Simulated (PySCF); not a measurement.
# XPS shifts beside NMR shieldings

Species: C5H11NOSi2.
Numbering: `[CH:1]#[C:2][Si@@H:3]1[CH2:4][CH2:5][Si@H:6]([NH:7][CH3:8])[O:9]1`

Binding energies: delta-SCF UKS SCAN, pcX-2 on the ionised atom, pcseg-1 elsewhere, spin-free X2C (PySCF 2.14.0). Shieldings: GIAO PBE0/pcSseg-1, non-relativistic, same geometry.

```tsv
atom	isotropic shielding (ppm)
C1	82.0
C2	94.8
C4	175.1
C5	174.4
C8	156.8
```

**Question.** What are the C 1s binding energies of these atoms?

**Answer.** 
```tsv
atom	environment	C 1s (eV)	isotropic shielding (ppm)
C5	sp3 carbon bound to silicon	290.02	174.4
C4	sp3 carbon bound to silicon	290.04	175.1
C2	alkyne carbon	290.11	94.8
C1	terminal alkyne carbon	290.38	82.0
C8	N-methyl carbon	291.67	156.8
```

**Question.** Among the listed atoms, is the one with the highest binding energy also the least shielded?

**Answer.** No. The highest binding energy is at C8 (291.67 eV, shielding 156.8 ppm), the lowest shielding at C1 (82.0 ppm, 290.38 eV).

By binding energy: C5 ≈ C4 < C2 < C1 < C8. By shielding: C1 < C2 < C8 < C5 < C4.

The unrestricted hole states depart most from a pure doublet (⟨S²⟩ = 0.75; over 0.85 named) for C 1s of C1 (0.86) and C 1s of C2 (0.87), which makes these values less certain. The structure is a single PBE0-D3(BJ)/def2-SVP conformer in the gas phase; no vibrational or solvent corrections.
